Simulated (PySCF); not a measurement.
Species: C4H3BF2S.
Numbering: `[F:1][B:2]([F:3])[c:4]1[cH:5][cH:6][s:7][cH:8]1` (hydrogens: H9 on C5; H10 on C6; H11 on C8)

Method: PBE0-D3(BJ)/def2-SVP geometry optimisation, gas phase (PySCF); density fitting, grid level 1; the optimiser is geomeTRIC in internal coordinates, started from a GFN2-xTB structure with every atom displaced at random (about 0.01 Å).

Step 0: E = -21119.8842 eV
```
atom  x, y, z in Å  |  force x, y, z in eV/Å
F1      2.8891    0.9423    0.1002   -0.168   0.488  -0.043
B2      2.0320   -0.0648    0.1216    1.246   0.226   0.047
F3      2.6126   -1.2329    0.2606   -0.042  -0.830   0.080
C4      0.5436    0.0973   -0.0053   -2.157  -0.191  -0.197
C5     -0.4312   -0.9882    0.0110    0.914   1.196   0.102
C6     -1.7147   -0.5677   -0.1112    0.120   0.148  -0.030
S7     -1.8196    1.1368   -0.2652    0.245   0.156  -0.016
C8     -0.1193    1.3039   -0.1596   -0.444  -1.281   0.118
H9     -0.1339   -2.0028    0.1516    0.134  -0.952   0.037
H10    -2.6058   -1.1685   -0.1137   -0.481  -0.298  -0.014
H11     0.3062    2.2674   -0.1977    0.632   1.338  -0.083
```

Step 1: E = -21119.9869 eV
```
atom  x, y, z in Å  |  force x, y, z in eV/Å
F1      2.8568    0.9876    0.1023    0.116  -0.021   0.001
B2      2.0577   -0.0638    0.1215   -0.421  -0.104  -0.001
F3      2.6079   -1.2619    0.2543    0.057   0.165  -0.016
C4      0.5196    0.0898   -0.0035    0.385  -0.082   0.039
C5     -0.4210   -0.9888    0.0242   -0.014  -0.135   0.018
C6     -1.7152   -0.5717   -0.1101   -0.048  -0.002   0.021
S7     -1.8092    1.1395   -0.2712   -0.046  -0.006   0.007
C8     -0.1148    1.3044   -0.1574    0.012   0.270  -0.013
H9     -0.1387   -2.0385    0.1483   -0.015   0.109  -0.029
H10    -2.6237   -1.1742   -0.1129    0.021   0.018  -0.019
H11     0.3395    2.3006   -0.2032   -0.045  -0.211  -0.008
```

**Question.** Estimate the geometry and energy of step 2. (The exact step hangs on the optimiser's Hessian estimate; all steps are aligned on step 1, rigid shifts and turns removed.)

**Answer.** E = -21119.9890 eV, largest force 0.207 eV/Å
```
atom  x, y, z in Å  |  force x, y, z in eV/Å
F1      2.8657    0.9810    0.1011   -0.073   0.193  -0.017
B2      2.0512   -0.0596    0.1246    0.083  -0.103  -0.009
F3      2.6363   -1.2389    0.2556   -0.115  -0.101   0.013
C4      0.5201    0.0832    0.0015    0.030   0.009  -0.012
C5     -0.4283   -0.9908    0.0260   -0.002  -0.050   0.010
C6     -1.7219   -0.5696   -0.1073    0.030  -0.004   0.016
S7     -1.8123    1.1421   -0.2647    0.045  -0.018  -0.012
C8     -0.1158    1.2987   -0.1559   -0.010   0.095   0.013
H9     -0.1494   -2.0392    0.1416   -0.001  -0.003  -0.004
H10    -2.6312   -1.1694   -0.1194    0.003  -0.004  -0.001
H11     0.3445    2.2855   -0.2106    0.011  -0.014   0.003
```

The energy changes by -0.0021 eV. The first-order estimate −F·Δx gives -0.0124 eV and the mean of the old and new forces, exact on a quadratic surface, -0.0016 eV. The step makes an angle of 70° with the force vector and moves no atom by more than 0.037 Å.

What follows is the cost of the whole optimisation. On one thread of an Arm Neoverse N1, no GPU, shared host with 64 logical CPUs at a one-minute load of 60, this took 95 s wall and 0.55 GiB of memory at its peak.
